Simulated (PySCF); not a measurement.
H₆Ge₂Mg (SMILES [GeH3][Mg][GeH3]), singlet, geometry from GFN2-xTB (such geometries of metal compounds can be far from the true shape); DF-B3LYP/def2-TZVPD (PySCF).

The PySCF input:
```python
from pyscf import gto, scf, dft

mol = gto.Mole()
mol.atom = '''
    Mg   -0.47428905    0.63651545   -0.53806087
    Ge    1.83193587    0.14371701   -1.23691880
    H     2.01671697   -1.38002919   -1.27948137
    H     2.79507322    0.47041019   -2.36567130
    H     2.81342402    0.39322952   -0.08457679
    Ge   -1.71654869   -0.29852657    1.36782829
    H    -1.56537794   -1.82646159    1.34993721
    H    -0.94957252   -0.07574843    2.67763172
    H    -3.11118497   -0.26568002    1.96978754
'''
mol.basis = 'def2-tzvpd'
mol.verbose = 4
mol.max_memory = 1800
mol.build()

mf = dft.RKS(mol)
mf.xc = 'b3lyp'
mf = mf.density_fit(auxbasis='def2-universal-jkfit')
mf.kernel()
```

Output, abridged:

```
PySCF version 2.14.0

[INPUT] verbose = 4
[INPUT] num. atoms = 9
[INPUT] num. electrons = 82
[INPUT] charge = 0
[INPUT] spin (= nelec alpha-beta = 2S) = 0
[INPUT] symmetry False subgroup None
[INPUT] Mole.unit = angstrom
[INPUT] Symbol           X                Y                Z      unit          X                Y                Z       unit  Magmom
[INPUT]  1 Mg    -0.474289050000   0.636515450000  -0.538060870000 AA   -0.896276408380   1.202839874554  -1.016787682645 Bohr   0.0
[INPUT]  2 Ge     1.831935870000   0.143717010000  -1.236918800000 AA    3.461857072067   0.271585788341  -2.337437770326 Bohr   0.0
[INPUT]  3 H      2.016716970000  -1.380029190000  -1.279481370000 AA    3.811042744063  -2.607877213005  -2.417869370783 Bohr   0.0
[INPUT]  4 H      2.795073220000   0.470410190000  -2.365671300000 AA    5.281922883906   0.888946425305  -4.470470857744 Bohr   0.0
[INPUT]  5 H      2.813424020000   0.393229520000  -0.084576790000 AA    5.316600870073   0.743096096894  -0.159826969595 Bohr   0.0
[INPUT]  6 Ge    -1.716548690000  -0.298526570000   1.367828290000 AA   -3.243806903581  -0.564133458206   2.584820853532 Bohr   0.0
[INPUT]  7 H     -1.565377940000  -1.826461590000   1.349937210000 AA   -2.958135588036  -3.451512182138   2.551011612259 Bohr   0.0
[INPUT]  8 H     -0.949572520000  -0.075748430000   2.677631720000 AA   -1.794431998213  -0.143143787066   5.059990613248 Bohr   0.0
[INPUT]  9 H     -3.111184970000  -0.265680020000   1.969787540000 AA   -5.879287516163  -0.502062474569   3.722358974181 Bohr   0.0

nuclear repulsion = 387.423887002217
number of shells = 79
number of NR pGTOs = 334
number of NR cGTOs = 197
basis = def2-tzvpd
ecp = {}

******** <class 'pyscf.df.df_jk.DFRKS'> ********
method = DFRKS
initial guess = minao
damping factor = 0
level_shift factor = 0
DIIS = <class 'pyscf.scf.diis.CDIIS'>
diis_start_cycle = 1
diis_space = 8
diis_damp = 0
SCF conv_tol = 1e-09
SCF conv_tol_grad = None
SCF max_cycles = 50
direct_scf = False
XC library pyscf.dft.libxc version 7.1.2
    S. Lehtola, C. Steigemann, M. J. T. Oliveira, and M. A. L. Marques,  SoftwareX 7, 1–5 (2018)
XC functionals = b3lyp
    P. J. Stephens, F. J. Devlin, C. F. Chabalowski, and M. J. Frisch,  J. Phys. Chem. 98, 11623 (1994)
radial grids:
    Treutler-Ahlrichs [JCP 102, 346 (1995); DOI:10.1063/1.469408] (M4) radial grids

becke partition: Becke, JCP 88, 2547 (1988); DOI:10.1063/1.454033
pruning grids: <function nwchem_prune>
grids dens level: 3
symmetrized grids: False
atomic radii adjust function: <function treutler_atomic_radii_adjust>
small_rho_cutoff = 0
Set gradient conv threshold to 3.16228e-05
Initial guess from minao.
tot grids = 118712
******** <class 'pyscf.df.df.DF'> ********
auxbasis = def2-universal-jkfit
init E= -4356.56463577589
  HOMO = -0.254247251051178  LUMO = -0.0840457590978341  gap/eV = 4.63142
cycle= 1 E= -4357.71956949599  delta_E= -1.15  |g|= 0.909  |ddm|= 2.83
  HOMO = -0.266046717697988  LUMO = -0.117030441903768  gap/eV = 4.05494
cycle= 2 E= -4357.70900570796  delta_E= 0.0106  |g|= 1.01  |ddm|= 1.29
  HOMO = -0.246213135482663  LUMO = -0.0887328044356108  gap/eV = 4.28526
cycle= 3 E= -4357.78530585865  delta_E= -0.0763  |g|= 0.05  |ddm|= 0.633
  HOMO = -0.253456321504644  LUMO = -0.0884798541841647  gap/eV = 4.48924
cycle= 4 E= -4357.78591684475  delta_E= -0.000611  |g|= 0.0131  |ddm|= 0.0867
  HOMO = -0.253299241777523  LUMO = -0.089078065626472  gap/eV = 4.46869
cycle= 5 E= -4357.78595544593  delta_E= -3.86e-05  |g|= 0.00332  |ddm|= 0.0185
  HOMO = -0.252907087336825  LUMO = -0.0886836260323385  gap/eV = 4.46875
cycle= 6 E= -4357.78595976842  delta_E= -4.32e-06  |g|= 0.000401  |ddm|= 0.00502
  HOMO = -0.252917225433484  LUMO = -0.0887255356027321  gap/eV = 4.46788
cycle= 7 E= -4357.78595984707  delta_E= -7.87e-08  |g|= 6.07e-05  |ddm|= 0.00109
  HOMO = -0.252911854445905  LUMO = -0.0887134236526927  gap/eV = 4.46807
cycle= 8 E= -4357.78595984847  delta_E= -1.4e-09  |g|= 2.18e-05  |ddm|= 0.000224
  HOMO = -0.252913039124734  LUMO = -0.0887144276171909  gap/eV = 4.46807
cycle= 9 E= -4357.78595984861  delta_E= -1.43e-10  |g|= 6.26e-06  |ddm|= 3.67e-05
  HOMO = -0.252912354922327  LUMO = -0.0887138996171473  gap/eV = 4.46807
Extra cycle  E= -4357.78595984861  delta_E= -3.64e-12  |g|= 5.96e-06  |ddm|= 1.74e-05
converged SCF energy = -4357.78595984861
```
